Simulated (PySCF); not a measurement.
[CrCl6]3-: Cr(III) (d3), charge -3. The structure is a PBE0-D3(BJ)/def2-SVP, IEF-PCM water geometry optimised for multiplicity 4; coordination octahedral, point group Oh, metal–donor distances 2.40 Å.

```
7

Cr    0.0000    0.0000    0.0000
Cl    0.0000    2.3971    0.0000
Cl    0.0000   -2.3971    0.0000
Cl    0.0000    0.0000    2.3971
Cl    0.0000    0.0000   -2.3971
Cl    2.3971    0.0000    0.0000
Cl   -2.3971    0.0000    0.0000
```

Method (PySCF 2.14, density fitting): CASSCF(3,5) with orbitals averaged over all microstates of the shell, strongly contracted NEVPT2 on the averaged canonical orbitals; basis x2c-TZVPall on the metal, x2c-SVPall elsewhere; spin-free X2C; IEF-PCM water; spin-orbit coupling by state interaction with the mean-field operator over all roots.

**Question.** Which term lies lowest, and with what spin?

**Answer.** 4A2g (S = 3/2, orbital degeneracy 1), with 3.0 electrons in the lower (t2g-type) set and 0.0 in the upper (eg-type) set, by NEVPT2.

**Question.** List the excited states of the same spin.

**Answer.** By NEVPT2: 4T2g at 13847 cm⁻¹ (722 nm); 4T1g at 21331 cm⁻¹ (469 nm); 4T1g at 31805 cm⁻¹ (314 nm). All are electric-dipole forbidden at this geometry.

**Question.** Which is the lowest state of another spin?

**Answer.** 2Eg at 17058 cm⁻¹ by NEVPT2; CASSCF alone puts it at 18710 cm⁻¹ above the same ground state.

**Question.** Give the fitted ligand-field and repulsion parameters.

**Answer.** At CASSCF level (the NEVPT2 levels don't fit a ligand-field model well): orbital energies 0, 0, 0, 10311, 10311 cm⁻¹; 10Dq = 10311 cm⁻¹; B = 1000 cm⁻¹; C = 3772 cm⁻¹; B over its free-ion value at the same level 0.865; rms of the fit 319 cm⁻¹; ζ = 242 cm⁻¹ (free ion 278).

**Question.** What are the magnetic parameters?

**Answer.** The ground multiplet follows a spin Hamiltonian with S = 3/2, g = 1.963, 1.963, 1.963, D = 0 (spin-orbit part alone); the lowest levels hold 100 % of the spin-free ground state. μeff is 3.83 μB at 300 K and 3.80 μB at 10 K; the spin-only value is 3.88 μB.

No frequencies were computed for the optimised geometry. Charge-transfer states lie outside this active space and may come lower than some of these levels. NEVPT2 lifts 4T2g from 10838 to 13847 cm⁻¹; on the d shell alone it tends to overshoot states that fill the eg-type orbitals. NEVPT2 on the d shell alone tends to put d–d bands too high for such charged or covalently bound ions.

The job took 14 s on one thread of Arm Neoverse V2 (shared host), with 156 basis functions and a peak of 0.56 GiB, launched as `OMP_NUM_THREADS=1 python lf_run.py task.json out`.
